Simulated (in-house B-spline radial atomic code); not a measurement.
Atomic self-consistent-field run: Nb⁵⁺. Computed with a B-spline radial code for spherical atoms: Dirac-Kohn-Sham LDA PW92, spherical fractional occupations, Fermi nucleus of rms radius 4.324 fm.

Command:
```bash
python run_scf.py task.json out
```
Settings (nuclear radius in fm, mass in u):
```
Z                41
configuration    [Ar] 3d10 4s2 4p6
hamiltonian      dirac
method           lda,pw
spin_polarised   False
nucleus          fermi
rms_radius       4.324
atomic_mass      92.90637
speed_of_light   137.035999084
```

Output (hartree, bohr):
```
 radial grid: 67 intervals, B-splines of order 8, outer radius 18.2456 bohr

 iter        energy (Eh)    residual
    1       -3806.883461    4.61e-01
    2       -3809.733281    2.75e-01
    3       -3811.031188    4.90e-02
    4       -3811.080121    1.55e-02
    5       -3811.083080    5.03e-03
    6       -3811.083613    1.38e-03
    7       -3811.083628    4.46e-05
    8       -3811.083628    1.79e-06
    9       -3811.083628    2.85e-08

 total energy                     -3811.08363
 kinetic                            3944.1238
 electron-nucleus                  -9123.1675
 Hartree                            1480.7596
 exchange-correlation               -112.7996

 first-order corrections (not in the total)
   Gaunt                             2.4774
   retardation                      -0.2452
   frequency dependence             -0.0145
   self-energy                       1.6598
   Uehling                          -0.1866
   Wichmann-Kroll                    0.0027
   recoil                            0.0159

 orbital      occ     eigenvalue          <r>       <r^2>       <1/r>     <1/r^3>       r_max    small
 1s1/2      2.000      -692.2430    0.0361325  0.00176093     42.3501           -     0.02352  2.23e-02
 2s1/2      2.000       -98.8943     0.157911    0.029451     9.61308           -      0.1335  4.54e-03
 2p1/2      2.000       -91.0180     0.134686   0.0222671     9.59556           -      0.1039  4.55e-03
 2p3/2      4.000       -87.5047     0.139163   0.0236429     9.15916     2207.79      0.1076  4.41e-03
 3s1/2      2.000       -18.4381     0.443609    0.225707     3.27242           -      0.3961  1.20e-03
 3p1/2      2.000       -15.4717     0.438775    0.224499     3.17309           -      0.3832  1.15e-03
 3p3/2      4.000       -14.9007      0.44933    0.235198     3.06746     363.257      0.3925  1.11e-03
 3d3/2      4.000        -9.6444     0.430326    0.223373     2.87541     52.3862      0.3319  9.96e-04
 3d5/2      6.000        -9.5378      0.43383    0.226874     2.84819      50.057      0.3346  9.84e-04
 4s1/2      2.000        -4.3791      1.12232      1.4216     1.21838           -       1.018  2.83e-04
 4p1/2      2.000        -3.5188      1.21056     1.66503     1.11424           -       1.081  2.44e-04
 4p3/2      4.000        -3.4301      1.23515     1.73252     1.08662      56.736       1.104  2.36e-04
```

Time taken, with all properties: 1.6 s on 1 thread of Arm Neoverse V1, on a shared host.

For the Dirac Hamiltonian the kinetic term is c α·p + (β - 1)c².
